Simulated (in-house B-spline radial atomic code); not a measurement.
Settings and results of a run for Pm⁵⁺ (with a hole in an inner shell). Method: Dirac-Hartree-Fock, average of the jj configuration, Fermi nucleus of rms radius 4.962 fm. Calculated with a radial B-spline atomic code at the basis-set limit.

In the input, a minus or plus after the letter marks the j = l - 1/2 or j = l + 1/2 subshell.

Command:
```bash
python run_scf.py task.json out
```
Settings (nuclear radius in fm, mass in u):
```
Z                61
configuration    1s2 2s2 2p6 3s2 3p6 3d-3 3d+6 4s2 4p6 4d10 4f3 5s2 5p6
hamiltonian      dirac
method           hf
spin_polarised   False
nucleus          fermi
rms_radius       4.962
atomic_mass      144.91276
speed_of_light   137.035999084
```

Output (hartree, bohr):
```
 radial grid: 68 intervals, B-splines of order 8, outer radius 25.4386 bohr

 iter        energy (Eh)    residual
    1       -9948.206851    1.00e+00
    2       -9968.932655    8.10e-01
    3       -9977.624271    1.76e-01
    4       -9978.324526    6.72e-02
    5       -9978.374706    2.61e-02
    6       -9978.386652    3.27e-03
    7       -9978.386759    9.52e-04
    8       -9978.386771    1.05e-04
    9       -9978.386771    2.71e-06
   10       -9978.386771    8.47e-08

 total energy                     -9978.38677
 kinetic                           10792.2580
 electron-nucleus                 -24235.7485
 electron-electron                  3465.1038

 first-order corrections (not in the total)
   Gaunt                             9.7795
   retardation                      -1.0260
   frequency dependence             -0.1237
   self-energy                       6.8212
   Uehling                          -1.0519
   Wichmann-Kroll                    0.0307
   recoil                            0.0248

 orbital      occ     eigenvalue          <r>       <r^2>       <1/r>       <r^4>       r_max    small
 1s1/2      2.000     -1675.0318    0.0231757 0.000731544     67.4179  1.4187e-06     0.01479  5.13e-02
 2s1/2      2.000      -280.5757    0.0983078   0.0114673     16.0177 0.000227884     0.08386  1.13e-02
 2p1/2      2.000      -265.2026    0.0824651  0.00839217     15.9588 0.000142865     0.06376  1.13e-02
 2p3/2      4.000      -244.6817    0.0889713  0.00963893     14.2917  0.00018284     0.06928  1.05e-02
 3s1/2      2.000       -66.0094     0.257837   0.0760831     5.86333  0.00875684      0.2374  3.58e-03
 3p1/2      2.000       -59.2981     0.247863   0.0713959     5.76132  0.00807262      0.2248  3.50e-03
 3p3/2      4.000       -55.2184     0.259823   0.0782694     5.35396   0.0096472      0.2362  3.31e-03
 3d3/2      3.000       -44.1054     0.233229   0.0642646      5.1857  0.00759729      0.1891  3.14e-03
 3d5/2      6.000       -43.2331     0.234989   0.0647976     5.11071  0.00744415      0.1919  3.11e-03
 4s1/2      2.000       -16.2563     0.582311    0.382046     2.45043     0.21059      0.5451  1.13e-03
 4p1/2      2.000       -13.6381     0.595939    0.403188     2.34785    0.240767      0.5512  1.06e-03
 4p3/2      4.000       -12.6715     0.620869    0.437398     2.21771    0.283176      0.5742  9.96e-04
 4d3/2      4.000        -8.2685     0.656802    0.499719     2.03141    0.400094      0.5861  8.70e-04
 4d5/2      6.000        -8.1190     0.666022    0.512069       1.976     0.41813      0.5914  8.26e-04
 4f5/2      1.286        -3.2615     0.776514    0.732231     1.59081     1.09107      0.5824  5.59e-04
 4f7/2      1.714        -3.2624     0.776914    0.732882     1.58941     1.09279      0.5827  5.60e-04
 5s1/2      2.000        -4.2176      1.33809     1.99685    0.990222      5.6619       1.231  2.66e-04
 5p1/2      2.000        -3.3235       1.4467     2.34301    0.908139     7.92272       1.316  2.31e-04
 5p3/2      4.000        -3.1505      1.50556     2.53536    0.864551     9.25163        1.37  2.15e-04
```

Time taken, with all properties: 2 s on 1 thread of Arm Neoverse N1, on a shared host.

For the Dirac Hamiltonian the kinetic term is c α·p + (β - 1)c².
